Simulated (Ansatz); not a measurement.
One change: `C[SiH2]O[SiH3]` becomes `[AlH2][SiH2]O[SiH3]`.

Ansatz, PBE0-D4/def2-TZVP geometries, multiplicity 1. Each molecule was computed in one conformer, which needn't be the lowest.

| property | `C[SiH2]O[SiH3]` |
| --- | --- |
| HOMO–LUMO gap (B3LYP/def2-TZVPP) / eV | 8.21 |
| LUMO energy (ωB97M-V/def2-TZVPP) / eV | 1.77 |
| HOMO energy (PBE/def2-TZVPP) / eV | -7.11 |
| size of the dipole moment (PBE/def2-TZVPP) / D | 0.74 |
| LUMO energy (B3LYP/def2-TZVPP) / eV | -0.12 |
| LUMO energy (PBE/def2-TZVPP) / eV | -0.78 |

(1) What does the change do to each property? (Best estimate.)

Results:

(1) The calculation gave: 
```tsv
property	`[AlH2][SiH2]O[SiH3]`	shift
HOMO–LUMO gap (B3LYP/def2-TZVPP) / eV	4.89	-3.32
LUMO energy (ωB97M-V/def2-TZVPP) / eV	-0.48	-2.25
HOMO energy (PBE/def2-TZVPP) / eV	-6.28	0.83
size of the dipole moment (PBE/def2-TZVPP) / D	0.15	-0.59
LUMO energy (B3LYP/def2-TZVPP) / eV	-2.30	-2.18
LUMO energy (PBE/def2-TZVPP) / eV	-2.88	-2.10
```

With PBE0 the HOMO rises by 1.14 eV and the LUMO falls by 2.20 eV, so the gap narrows by about 3.34 eV. PBE moves the HOMO by 0.83 eV and ωB97M-V by 1.43 eV. Dipoles are sizes alone; their direction can turn.

B3LYP here is the variant with VWN-RPA as its local correlation; programs differ in this.
